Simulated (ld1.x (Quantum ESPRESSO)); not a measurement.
What one change does to a pseudopotential (silicon, RRKJ)

| Property | Result |
| --- | --- |
| Element | silicon |
| Generator | ld1.x (Quantum ESPRESSO) 7.5 |
| Type | norm-conserving RRKJ (Kleinman–Bylander form) |
| Functional | PBE |
| Relativity | scalar-relativistic |
| Frozen core | [Ne] |
| Valence charge | 4 |
| Reference configuration | 3s1.5 3p2.5 |
| Partial waves | 3s (bound): rc 1.70 bohr; 3p (bound): rc 1.50 bohr |
| Local potential | all-electron potential smoothed inside 1.70 bohr (lloc = -1) |
| Core correction | Bessel-smoothed model core inside 0.75 bohr |
| rho0 | 0.02 |

Change: wave 3p (bound): rc 1.50 bohr becomes 3p (bound): rc 2.14 bohr.

Cutoffs: the cutoffs (Ry, on a coarse ladder) from which the occupation-weighted sum of valence levels, in a spherical-Bessel basis at the reference potential, stays within 10 and 1 mRy of its value at 400 Ry; they do not see the model core or the augmentation charge, which bear on the density cutoff. Errors are all-electron minus pseudo energies relative to the spin-unpolarised reference configuration.

Question: What does the change do?

Answer: The potential gets softer (40 Ry and 55 Ry → 35 Ry and 50 Ry); of the 7 tests that both files solve, the error grows in 5 and shrinks in 2 by more than 15 % and 0.3 meV (median size 1.0 → 1.3 meV); neither file shows a bound ghost. A larger radius leaves more room for a smooth pseudo-wave, so fewer plane waves are needed.

```csv
quantity,base,changed
"cutoff, loose",40 Ry,35 Ry
"cutoff, tight",55 Ry,50 Ry
bound ghosts,none,none
"error for 3s2 3p2, meV [ΔE -3.39 eV]",+0.4,-1.0
"error for 3s2 3p1, meV [ΔE 4.35 eV]",+1.7,+0.3
"error for 3s2 3p0, meV [ΔE 20.35 eV]",+16,+24
"error for 3s2 3p2.3, meV [ΔE -4.32 eV]",+1.0,-0.3
"error for 3s1 3p3, meV [ΔE 3.43 eV]",+0.2,-1.3
"error for 3s1 3p0, meV [ΔE 54.32 eV]",+56,+99
"error for 3s2 3p1.5, meV [ΔE -0.47 eV]",+0.1,-1.5
```
